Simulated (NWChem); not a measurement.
System: SiH$_{3}$SeCl; SMILES [SiH3][Se]Cl

```xyz
6

Se     0.7927     0.0722     0.0970
Cl    -0.7749     1.6017    -0.1333
Si    -0.6791    -1.6843     0.0211
H      0.1957    -2.8863     0.1666
H     -1.3963    -1.7058    -1.2844
H     -1.6513    -1.5969     1.1464
```
Atoms are numbered in this order, from 1.

Program: NWChem. STO-3G and 3-21G are far too small for this property and stand as cheap habits. All runs use the structure optimised with PBE0/def2-SVP. GIAO values for the isolated, static molecule; σ is the absolute isotropic shielding, δ = σ(reference) − σ with the isolated reference molecule computed at the same levels (1H: tetramethylsilane, 29Si: tetramethylsilane). Spin-orbit effects, on the heavy nuclei and on their neighbours, are missing.

| level | σ Se1 (ppm) | σ Cl2 (ppm) | δ Si3 (ppm) | δ H4 (rotor mean) (ppm) |
|---|---|---|---|---|
| Hartree-Fock/STO-3G | [?] | [?] | [?] | [?] |
| PBE/pcSseg-1 | 840.9 | 999.7 | -45.1 | 5.04 |
| BHandHLYP/pcSseg-1 | 933.9 | 1095.1 | -42.1 | 4.74 |

Q: Complete the blanks.

A: 
- Hartree-Fock/STO-3G, σ Se1 (ppm): 2320.5
- Hartree-Fock/STO-3G, σ Cl2 (ppm): 1182.7
- Hartree-Fock/STO-3G, δ Si3 (ppm): -52.5
- Hartree-Fock/STO-3G, δ H4 (rotor mean) (ppm): 2.46
